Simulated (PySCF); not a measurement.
Excitation energies in several basis sets

C2H2F2Se.
SMILES: `FC(F)C=[Se]`

TDDFT with PBE0 (PySCF), vertical singlets, core orbitals frozen in the response, spherical d and f functions. Isolated species at its PBE0-D3(BJ)/def2-SVP geometry (one conformer only). Relativistic effects, spin–orbit coupling among them, are left out although an element past zinc is present.

```tsv
basis	functions	diffuse	S1 (eV)	S2 (eV)	S3 (eV)	S4 (eV)	S5 (eV)	LUMO (eV)	α (au)
6-31G*	92	no	2.00	5.40	5.72	6.23	6.86	-3.11	42.0
def2-SVP	98	no	1.93	5.46	5.72	6.21	7.12	-3.20	41.5
def2-SVPD	143	yes	1.92	5.56	5.60	6.19	6.23	-3.41	54.7
aug-cc-pVDZ	146	yes	1.95	5.52	5.58	6.01	6.18	-3.35	54.7
def2-TZVP	184	no	1.95	5.50	5.58	6.15	6.74	-3.31	50.0
def2-TZVPD	229	yes	1.94	5.51	5.55	6.14	6.15	-3.35	55.6
aug-cc-pVTZ	289	yes	1.95	5.51	5.54	5.99	6.15	-3.35	55.6
```

Q: How much do these states and the polarisability depend on the basis?

A: States are compared by their number. Against the largest diffuse basis here (aug-cc-pVTZ, itself not a converged limit), sets without diffuse functions differ by up to 0.06 eV in S1 and 0.97 eV in S5; the smaller diffuse sets differ by up to 0.02 and 0.09 eV. State by state, the largest deviation of a set without diffuse functions is S1 0.06, S2 0.11, S3 0.18, S4 0.25, S5 0.97 eV. The same number needn't mean the same state in each row. Against aug-cc-pVTZ the polarisability deviates by -24% in 6-31G*, -25% in def2-SVP, -2% in def2-SVPD, -2% in aug-cc-pVDZ, -10% in def2-TZVP, 0% in def2-TZVPD.
